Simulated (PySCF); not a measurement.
From one molecule to another.

First species: C5H8Cl2SSi.
Atom-mapped SMILES: `[CH3:1][S:2][Si@@H:3]([Cl:4])[C:5]1=[C:6]([Cl:7])[CH2:8][CH2:9]1` (hydrogens: H10, H11, H12 on C1; H13 on Si3; H14, H15 on C8; H16, H17 on C9)

Second species: 3-methylhexane, C7H16.
SMILES: `CCC[C@H](C)CC`

Levels: PBE0/pcSseg-1 for dipole moment, HOMO energy, LUMO energy and HOMO–LUMO gap; GFN2-xTB for rotational constant A and rotational constant C. Geometries: GFN2-xTB. Each species is one conformer at its optimised geometry, gas phase, non-relativistic unless stated; the electronic structure was computed with PySCF and density fitting.

The conformers computed, where there is a choice (atom-mapped SMILES and torsion angles):
- `[CH3:1][S:2][Si@@H:3]([Cl:4])[C:5]1=[C:6]([Cl:7])[CH2:8][CH2:9]1`: C1–S2–Si3–Cl4 -175°, S2–Si3–C5–C6 85°
- `[CH3:1][CH2:2][CH2:3][C@H:4]([CH3:5])[CH2:6][CH3:7]`: C1–C2–C3–C4 -176°, C2–C3–C4–C5 -67°, C3–C4–C6–C7 -168°

Values for the first species:

| Property | Result |
| --- | --- |
| Dipole moment | 2.53 D |
| HOMO energy | -6.94 eV |
| LUMO energy | -1.00 eV |
| HOMO–LUMO gap | 5.94 eV |
| Rotational constant A | 1.044 GHz |
| Rotational constant C | 0.455 GHz |

Q: Estimate the same properties for the second species, and the change in each.

A: 
| property | first | second | second less first |
| --- | --- | --- | --- |
| dipole moment | 2.53 D | 0.06 D | -2.47 D |
| HOMO energy | -6.94 eV | -8.47 eV | -1.53 eV |
| LUMO energy | -1.00 eV | 1.53 eV | +2.53 eV |
| HOMO–LUMO gap | 5.94 eV | 10.00 eV | +4.06 eV |
| rotational constant A | 1.044 GHz | 5.767 GHz | +4.723 GHz |
| rotational constant C | 0.455 GHz | 1.001 GHz | +0.546 GHz |

On the first: In atomic units the dipole is 1.00 e·bohr (1 au = 2.5417 D).

